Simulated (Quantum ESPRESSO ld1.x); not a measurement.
The numbers below are computed, except where a source is named.
All-electron atom: Te10+ in [Kr] 4d6. Level of theory: non-relativistic Kohn-Sham, LDA (Slater exchange, VWN5 correlation), spin-polarised, spherical densities, point nucleus; open shells are filled with parallel spins first; relativity is left out, which matters for an element this heavy (ld1.x of Quantum ESPRESSO 7.5).

Normalised radial functions P(r) = r R(r), r in bohr:

```
   r/bohr * 4s up (the largest magnitude, 1.3, reaches the edge; | marks zero)
 0.003883                             |  *
 0.005015                             |   *
 0.006479                             |    *
 0.008302                             |    *
  0.01072                             |     *
  0.01385                             |     *
  0.01775                             |     *
  0.02293                             |    *
  0.02962                             |  *
  0.03796                             *
  0.04903                         *   |
  0.06334                     *       |
  0.08117                  *          |
   0.1048                    *        |
   0.1354                          *  |
   0.1736                             |      *
   0.2242                             |              *
   0.2896                             |              *
   0.3741                             |   *
   0.4794                *            |
   0.6193   *                         |
   0.7999  *                          |
    1.025          *                  |
    1.324                     *       |
     1.71                           * |
    2.192                             *
    2.831                             *
```

4s up: eigenvalue -323.74 eV, 3 radial nodes at r = 0.0376, 0.146, 0.396 bohr, <r> = 0.768 bohr, 90 % of the charge inside 1.10 bohr.
